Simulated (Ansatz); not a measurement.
A nudged elastic band was laid between two geometries of H4Si + H8N2Si2 (17 atoms, charge 0, multiplicity 1).

Computed with Ansatz 0.2.0, RHF/def2-SVP.

```
movable images  : 7
climbing image  : yes
spring          : 5.0 eV/Å²
optimiser       : quadratic models (default)
start path      : through a guess of the saddle point
force threshold : 0.05 eV/Å
iteration limit : 60
end points      : relaxed
```

First end point:

```xyz
17
Properties=species:S:1:pos:R:3
Si -0.226 0.567 -0.335
H -0.460 1.093 1.037
Si 2.080 0.666 -0.865
H 2.384 -0.193 -2.040
H 2.484 2.057 -1.203
H 2.913 0.208 0.276
N -1.038 1.460 -1.574
H -2.037 1.537 -1.594
H -0.608 2.250 -2.014
N -0.766 -1.075 -0.242
H -1.499 -1.331 0.391
H -0.778 -1.658 -1.058
Si 1.162 -3.295 1.749
H -0.199 -3.829 1.515
H 1.868 -3.122 0.462
H 1.912 -4.270 2.579
H 1.085 -2.009 2.476
```

Last end point:

```xyz
17
Properties=species:S:1:pos:R:3
Si 0.188 -0.782 -0.575
H 0.219 1.087 2.946
Si 2.250 0.248 -1.153
H 3.084 -0.687 -1.954
H 2.004 1.462 -1.981
H 3.033 0.660 0.041
N -0.709 0.453 0.249
H -1.622 0.259 0.617
H -0.637 1.415 -0.022
N -0.630 -1.433 -1.960
H -0.610 -2.409 -2.183
H -0.853 -0.880 -2.764
Si 0.497 -2.601 0.915
H -0.784 -2.930 1.597
H 0.953 -3.815 0.186
H 1.509 -2.274 1.951
H 0.386 1.282 3.649
```

**Question.** Which bonds break or form, and what moves?

**Answer.** Bonds broken: Si1–H2, Si13–H17. Bonds formed: Si1–Si13, H2–H17. H4Si + H8N2Si2 becomes H10N2Si3 + H2.

**Question.** What energy profile does the band end with?

**Answer.** The forces met the threshold. The highest image is number 4 of 0 to 8, 3.87 eV above the first end and 3.19 eV above the last; the last end lies 0.68 eV above the first. A structure lower than the last end lies on the path between it and the top, so the climb from that side starts below the end, which may itself be a saddle point or a shallow side well. Neighbouring images differ by up to 3.5 eV, so the band resolves the path poorly. A vibrational analysis at the climbing image gives one clearly imaginary mode, 857i cm⁻¹: a first-order saddle point. The orbitals stay closed-shell, which can raise the energy where a bond breaks towards radicals; this wasn't checked here.

```csv
image,path coordinate (Å),energy (eV),Si1–H2 (Å),Si13–H17 (Å),Si1–Si13 (Å)
0,0.00,0.00,1.49,1.48,4.60
1,1.62,0.05,1.49,1.48,4.57
2,3.24,0.10,1.49,1.48,4.54
3,4.86,0.40,1.49,1.48,3.84
4,6.48,3.87,1.81,2.25,3.14
5,8.60,1.62,2.74,2.81,2.49
6,10.71,0.81,3.35,3.68,2.40
7,12.82,0.67,3.83,4.49,2.37
8,14.94,0.68,3.99,4.75,2.37
```

**Question.** What is the geometry of the highest image?

**Answer.** 
```xyz
17
Properties=species:S:1:pos:R:3
Si -0.053 -0.136 -0.377
H -0.037 0.396 1.354
Si 2.225 0.098 -0.885
H 2.739 -1.115 -1.551
H 2.395 1.254 -1.808
H 2.945 0.383 0.375
N -0.872 1.285 -0.879
H -1.867 1.404 -0.854
H -0.398 2.158 -1.001
N -1.196 -1.343 -0.677
H -1.086 -2.306 -0.440
H -2.029 -1.141 -1.194
Si 1.165 -2.459 1.353
H 0.461 -3.659 0.776
H 2.619 -2.737 1.109
H 1.005 -2.632 2.836
H 0.260 -0.395 1.424
```

The band took 29 iterations and about 20 core-minutes.

Time of the run: 5.4 min on 4 threads of Arm Neoverse V1 (shared host), peak memory 0.42 GiB.
